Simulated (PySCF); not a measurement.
Species: C4H16FNSi3.
Numbering: `[CH3:1][C:2]([CH3:3])([CH3:4])[SiH2:5][N:6]([SiH3:7])[SiH2:8][F:9]` (hydrogens: H10, H11, H12 on C1; H13, H14, H15 on C3; H16, H17, H18 on C4; H19, H20 on Si5; H21, H22, H23 on Si7; H24, H25 on Si8)

Level of theory: PBE0-D3(BJ)/def2-SVP geometry optimisation, gas phase (PySCF 2.14.0).

(1) List the bond lengths, angles and torsions at this level.

## Answers

(1) 
| bond | length (Å) |
| --- | --- |
| C1–C2, C2–C3, C2–C4 | 1.531 |
| C2–Si5 | 1.897 |
| Si5–N6 | 1.770 |
| N6–Si7 | 1.760 |
| N6–Si8 | 1.730 |
| Si8–F9 | 1.630 |
| C1–H10 and 8 like bonds | 1.103 |
| Si5–H19, Si5–H20 | 1.497 |
| Si7–H21, Si7–H22, Si7–H23 | 1.494 |
| Si8–H24, Si8–H25 | 1.486 |

Bonds in one row agree within 0.01 Å and their mean is given. A selection of angles:
| angle | degrees |
| --- | --- |
| C1–C2–C3 | 110.3 |
| C1–C2–Si5 | 109.7 |
| C3–C2–Si5 | 107.0 |
| C2–Si5–N6 | 113.6 |
| Si5–N6–Si7 | 120.6 |
| Si5–N6–Si8 | 119.8 |
| Si7–N6–Si8 | 119.5 |
| N6–Si8–F9 | 110.6 |

Torsions: C1–C2–Si5–N6 62° (synclinal); C2–Si5–N6–Si7 77° (synclinal); Si5–N6–Si8–F9 69° (synclinal). The mirror-image conformer, all signs reversed, is as good.

The N–Si distances run from 1.730 Å (N6–Si8, drawn single) to 1.770 Å (Si5–N6, drawn single), a spread of 0.040 Å. N6 (nitrogen bridging silicon atoms) is planar (angles 120.6°, 119.8° and 119.5°, sum 359.9°, 0.03 Å off the plane of its three neighbours). Si5 (SiH2 silicon) is distorted tetrahedral (angles from 106.3° to 113.6°). Si8 (fluorine-bound silicon) is distorted tetrahedral (angles from 105.7° to 112.9°). Si7 (SiH3 silicon) is tetrahedral (angles from 107.9° to 112.1°). Of the pairs four or more bonds apart, Si7···H17 is among the closest relative to their van der Waals radii: 3.01 Å, 91 % of the sum of Bondi's values. All 3 C–C bonds measure 1.530 to 1.532 Å.

Point group: C1 (no symmetry element, even within 0.4 Å). Not checked by PBE0-D3(BJ)/def2-SVP frequencies. The numbers are those of one conformer.
